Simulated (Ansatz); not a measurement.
GeH3O (SMILES [OH][GeH2]): methods side by side

GeH3O has 5 atoms, charge 0, and is taken as a doublet. SMILES: `[OH][GeH2]`. The coordinates come from a PBE0-D4/def2-TZVP relaxation. This is one conformer, not always the lowest.

```
atom    x (Å)    y (Å)    z (Å)
   O   0.3555  -1.0758   0.4607
  Ge  -0.5201   0.4161   0.0177
   H   1.0974  -0.9076   1.0465
   H  -1.3968  -0.0144  -1.1803
   H   0.5139   1.5080  -0.3859
```

Each level gives the energy change with the Ge2–H5 bond stretched from 1.557 to 3.114 Å (eV). The values are calculated.

```
          level                    kind  program  value (eV)  less FCI/STO-3G  CPU time (all runs)
U-revPBE/STO-3G                     GGA   Ansatz        3.61            +0.53                6.7 s
   UBLYP/STO-3G                     GGA   Ansatz        3.59            +0.51                6.2 s
U-r2SCAN/STO-3G                meta-GGA   Ansatz        3.70            +0.62                 15 s
  UB3LYP/STO-3G           global hybrid   Ansatz        3.64            +0.56                5.7 s
 U-wB97X/STO-3G  range-separated hybrid   Ansatz        3.79            +0.71                 30 s
 UB2PLYP/STO-3G           double hybrid   Ansatz        3.39            +0.31                7.7 s
    UMP2/STO-3G     perturbation theory   Ansatz        3.12            +0.04               0.68 s
   UCCSD/STO-3G   coupled cluster or CI   Ansatz        3.16            +0.08                1.2 s
     FCI/STO-3G      exact in the basis   Ansatz        3.08             0.00              2.7 min
```

FCI/STO-3G is exact within its basis and frozen core, so for wave-function methods in that basis the difference is their error; functionals converge differently with the basis, so for them it is only a difference. All-electron rows without a relativistic Hamiltonian named are non-relativistic. The first shape isn't each level's own minimum. The values span 3.08 to 3.79 eV. Spin contamination of the reference (⟨S²⟩ at least 0.1 too high) touches UMP2/STO-3G, UCCSD/STO-3G. All rows use very small basis sets, so even the best lies far from the true value. In the correlated wave-function rows the outer d shell of Ge is correlated, in sets not made for it. Times are those of the runs behind each value, whatever else they computed, on shared processors of several kinds: orders of magnitude only.
